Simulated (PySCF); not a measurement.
Input and output of a TDDFT job on `C=CC(=C)/C=C\C`.

Method: TDDFT wB97X-D/def2-SVPD, vertical, gas phase, core orbitals frozen in the response in PySCF.

Input of the driver that calls PySCF (job settings, then Cartesian coordinates in Å):

```
{"job": {"kind": "uv", "xc": "wB97X-D", "basis": "def2-SVPD", "ip": true}, "charge": 0, "multiplicity": 1}
C     -1.2039    -1.2678    -1.1584
C     -1.4920    -0.2185    -0.3775
C     -0.5995     0.9071    -0.0747
C     -1.0649     1.9578     0.6273
C      0.7942     0.9083    -0.5896
C      1.7596     0.0402    -0.2580
C      1.6510    -1.0898     0.7101
H     -0.2282    -1.3677    -1.6415
H     -1.9419    -2.0525    -1.3399
H     -2.4876    -0.1524     0.0770
H     -2.0950     1.9782     0.9948
H     -0.4315     2.8193     0.8528
H      1.0453     1.7164    -1.2861
H      2.7427     0.1839    -0.7227
H      1.8068    -2.0596     0.2075
H      2.4335    -1.0103     1.4828
H      0.6725    -1.1190     1.2073
```

The driver printed:

```
coarse grid: 13808 points
cycle   1  E = -272.3482852315  dE =  8.366e-01  |g| = 2.691e-01  |ddm| = 7.141e+00
cycle   2  E = -272.3674355169  dE = -1.915e-02  |g| = 1.419e-01  |ddm| = 1.141e+00
cycle   3  E = -272.3726513438  dE = -5.216e-03  |g| = 2.974e-02  |ddm| = 4.246e-01
cycle   4  E = -272.3729486950  dE = -2.974e-04  |g| = 9.748e-03  |ddm| = 1.659e-01
cycle   5  E = -272.3729739149  dE = -2.522e-05  |g| = 3.191e-03  |ddm| = 4.063e-02
cycle   6  E = -272.3729774918  dE = -3.577e-06  |g| = 7.660e-04  |ddm| = 1.725e-02
final grid: 132176 points
cycle   7  E = -272.4177660560  dE = -1.085e-04  |g| = 2.689e-03  |ddm| = 2.209e-01
cycle   8  E = -272.4177682091  dE = -2.153e-06  |g| = 1.356e-03  |ddm| = 3.094e-02
cycle   9  E = -272.4177685711  dE = -3.620e-07  |g| = 6.706e-04  |ddm| = 6.078e-03
cycle  10  E = -272.4177686878  dE = -1.167e-07  |g| = 2.156e-04  |ddm| = 2.717e-03
cycle  11  E = -272.4177687000  dE = -1.222e-08  |g| = 3.117e-05  |ddm| = 6.136e-04
cycle  12  E = -272.4177687006  dE = -5.789e-10  |g| = 1.173e-05  |ddm| = 2.715e-04
converged SCF energy = -272.4177687006

Static polarisability (au): isotropic 89.582, principal 68.699 86.408 113.640

Singlet excitations
state   eV       nm        f      main configurations
  1   5.4241    228.6   0.29293   H->L 0.78, H-1->L 0.19
  2   5.8104    213.4   0.20211   H-1->L 0.76, H->L 0.18
  3   6.1351    202.1   0.08929   H->L+1 0.94
  4   6.8613    180.7   0.00505   H->L+2 0.77, H->L+3 0.10
  5   7.0341    176.3   0.01135   H-2->L 0.59, H-3->L 0.25
  6   7.1751    172.8   0.04109   H->L+3 0.46, H-1->L+2 0.17, H-1->L+1 0.11
  7   7.3328    169.1   0.27246   H-1->L+1 0.69, H-1->L+2 0.09
  8   7.5081    165.1   0.02532   H-3->L 0.37, H-2->L 0.16, H->L+6 0.14
  9   7.6205    162.7   0.09272   H->L+4 0.44, H->L+3 0.22
 10   7.7699    159.6   0.03090   H-1->L+2 0.20, H-1->L+3 0.15, H->L+4 0.15

Triplet excitations (Tamm-Dancoff, eV): 3.1606 4.2180 4.9490 5.7506
Vertical ionisation energy (delta-SCF) = 8.4404 eV
```

The SCF starts on a coarse grid; the energy jumps when the final grid takes over, and dE counts afresh there. The run used 220 basis functions and 12 SCF iterations for the ground state.

Hardware: an Arm Neoverse V1 with one thread, no GPU, on a shared host. Cost: 2.6 min.

Task: What frontier levels and dipole did the ground state of this run have?

Result: HOMO -8.34 eV, LUMO 0.76 eV, dipole 0.43 D.

One conformer (not necessarily the lowest) at the PBE0-D3(BJ)/def2-SVP geometry, without solvent, vibrations or thermal averaging.

Note: wB97X-D ran without an empirical dispersion term, which enters the total energy and its gradient alone.
